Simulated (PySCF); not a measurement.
C5H4O2. Atoms are numbered in the order given.

```xyz
11

C      0.9277    -1.8726     0.0000
C      0.5159    -0.6050     0.0000
O      1.3746     0.4785     0.0000
C      0.6034     1.6004     0.0000
C     -0.7281     1.3731     0.0000
C     -0.9038    -0.0874     0.0000
O     -1.9101    -0.7666     0.0000
H      0.1651    -2.6535     0.0000
H      1.9857    -2.1394     0.0000
H      1.1667     2.5335     0.0000
H     -1.5235     2.1136     0.0000
```
Charge 0, spin multiplicity 1.

The structure is a stationary point at B3LYP-D3(BJ)/def2-SVP.

The numbers are results of PBE/pcSseg-1 (PySCF), not measurements.

GIAO shieldings, no solvent; atoms listed in one row are averaged. δ = σ(ref) − σ: ¹³C against TMS (σ = 182.0 ppm); ¹⁷O against H2O (σ = 334.3 ppm); ¹H against TMS (σ = 31.49 ppm), references at their B3LYP-D3(BJ)/def2-TZVP geometries, non-relativistic.

```csv
nucleus,atoms,count,δ (ppm)
¹³C,C6,1,186.0
¹³C,C4,1,175.7
¹³C,C2,1,158.9
¹³C,C5,1,114.8
¹³C,C1,1,103.7
¹⁷O,O7,1,584.6
¹⁷O,O3,1,240.2
¹H,H10,1,8.18
¹H,H11,1,6.02
¹H,H8,1,5.95
¹H,H9,1,5.39
```
